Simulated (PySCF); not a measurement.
# Two-component Hartree-Fock for Tl³⁺ (thallium, charge +3)

Start: [Xe] 4f14 5d9 6s1; 5d3/2 filled at m_j = -3/2, -1/2, +1/2, +3/2; 5d5/2 filled at m_j = -3/2, -1/2, +1/2, +3/2, +5/2; 6s1/2 filled at m_j = +1/2. Calculated with PySCF 2.14 in x2c-TZVPall-2c: generalised Hartree-Fock with the X2C-1e Hamiltonian and a Gaussian nucleus; spin-orbit coupling (SO) screened by Boettger's factors. This is a chosen level, not necessarily the ground level.

| spinor shell | electrons | ε, screened SO (eV) | weight of nominal j (screened SO) | rms radius, screened SO (bohr) |
| --- | --- | --- | --- | --- |
| 1s1/2 | 2 | -86014.5 | 1.000 | 0.0184 |
| 2s1/2 | 2 | -15495.2 | 1.000 | 0.0743 |
| 2p1/2 | 2 | -14851.2 | 1.000 | 0.0628 |
| 2p3/2 | 4 | -12780.3 | 1.000 | 0.0710 |
| 3s1/2 | 2 | -3795.2 | 1.000 | 0.189 |
| 3p1/2 | 2 | -3505.7 | 1.000 | 0.181 |
| 3p3/2 | 4 | -3038.7 | 1.000 | 0.197 |
| 3d3/2 | 4 | -2566.8 | 1.000 | 0.173 |
| 3d5/2 | 6 | -2467.4 | 1.000 | 0.178 |
| 4s1/2 | 2 | -911.73 | 1.000 | 0.416 |
| 4p1/2 | 2 | -785.97 | 1.000 | 0.420 |
| 4p3/2 | 4 | -670.79 | 1.000 | 0.454 |
| 4d3/2 | 4 | -465.39 | 1.000 | 0.465 |
| 4d5/2 | 6 | -443.11 | 1.000 | 0.476 |
| 5s1/2 | 2 | -186.10 | 1.000 | 0.939 |
| 4f5/2 | 6 | -175.21 | 0.999 | 0.509 |
| 4f7/2 | 8 | -170.55 | 0.999 | 0.510 |
| 5p1/2 | 2 | -142.08 | 0.999 | 1.01 |
| 5p3/2 | 4 | -119.98 | 0.999 | 1.10 |
| 5d3/2 | 4 | -57.054 | 0.963 | 1.38 |
| 5d5/2 | 5 | -54.069 | 0.971 | 1.43 |
| 6s1/2 | 1 | -40.177 | 0.999 | 2.31 |

| quantity | screened SO |
| --- | --- |
| E (hartree) | -20262.87413 |
| M_J | 3 |
| ⟨J²⟩ | 12.004 |
| ⟨L²⟩ | 6.184 |
| ⟨S²⟩ | 2.188 |

Each row is a mean over spinors that exchange with the open shell spreads, by up to 5.526 eV (5p3/2).

Breit and QED terms are absent; they matter most for the inner s and p1/2 levels.

Densities and radii are taken from the X2C orbitals without a picture-change correction, which distorts them close to the nucleus.
